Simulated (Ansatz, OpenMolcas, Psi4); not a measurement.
**A small benchmark: atomisation enthalpy at 298 K**

10 molecules holding an element past argon; the atomisation enthalpy at 298 K in kJ/mol, computed less measured. Shapes, held fixed at every level: PBE0-D4/def2-TZVP. Thermal terms are harmonic and unscaled (PBE0-D4/def2-TZVP); the spin-orbit lowering of the free atoms is taken from their spectra. Programs: Ansatz 0.2.0, OpenMolcas 26.06, Psi4 1.11. A level may come from different programs for different species; with the same settings they agree closely. Measured values: Active Thermochemical Tables, CRC Handbook of Chemistry and Physics, NIST-JANAF tables.

Levels: A = HF/3-21G; B = HF/def2-TZVPP; C = PBE-D4/def2-TZVPP; D = r2SCAN-D4/def2-TZVPP; E = BHLYP-D4/def2-TZVPP.

```csv
molecule,from tabulated heats,A,B,C,D,E
IBr (iodine monobromide),178,-225,-155,+13,-9,-42
CuF (fluorocopper),430,-452,-214,-13,-28,-84
HI (hydrogen iodide),298,-157,-118,-6,-8,-20
I2 (SMILES II),151,-226,-153,+7,-16,-43
CBr2ClF (SMILES FC(Cl)(Br)Br),1329,-807,-610,+100,+18,-143
CBrClF2 (SMILES FC(F)(Cl)Br),1551,-865,-635,+111,+24,-148
CH3I (methyl iodide),1463,-453,-416,+17,-7,-47
CHBrF2 (bromodifluoromethane),1630,-734,-577,+90,+19,-115
GeH4 (germane),1153,-320,-280,-14,+18,+10
C2H3BrO (acetyl bromide),2639,-1024,-834,+110,+25,-129
```

Q: Sum up the errors.

A: 
```json
{"level": "HF/3-21G", "kind": "Hartree–Fock", "mean error": "-526.3", "mean absolute error": "526.3", "worst case": "C2H3BrO"}
{"level": "HF/def2-TZVPP", "kind": "Hartree–Fock", "mean error": "-399.2", "mean absolute error": "399.2", "worst case": "C2H3BrO"}
{"level": "PBE-D4/def2-TZVPP", "kind": "GGA", "mean error": "+41.5", "mean absolute error": "48.1", "worst case": "CBrClF2"}
{"level": "r2SCAN-D4/def2-TZVPP", "kind": "meta-GGA", "mean error": "+3.6", "mean absolute error": "17.2", "worst case": "CuF"}
{"level": "BHLYP-D4/def2-TZVPP", "kind": "global hybrid", "mean error": "-76.1", "mean absolute error": "78.1", "worst case": "CBrClF2"}
```

On this set r2SCAN-D4/def2-TZVPP has the smallest mean absolute error and HF/3-21G the largest. HF/3-21G is too low in 10 of 10; HF/def2-TZVPP is too low in 10 of 10; PBE-D4/def2-TZVPP is too high in 7 of 10; BHLYP-D4/def2-TZVPP is too low in 9 of 10. The heats of CuF, C2H3BrO come from older tables and can be uncertain by 10 kJ/mol or more. The molecules' own spin-orbit binding is left out, so errors for heavy halides read too negative. Heats of the atoms come from ATcT where it has them. The levels differ in basis as well as in method. With so many references in doubt the order of the levels isn't settled. For HF/3-21G and HF/def2-TZVPP and PBE-D4/def2-TZVPP the error tends to grow with the atomisation enthalpy. Where a negative error exceeds the measured value, the molecule comes out unbound. Hartree–Fock lacks correlation and underbinds. For atoms past krypton def2 sets carry core potentials with scalar relativity. All-electron rows are non-relativistic unless named. Relativity is left out for Br, Cu, Ge. The set is small.
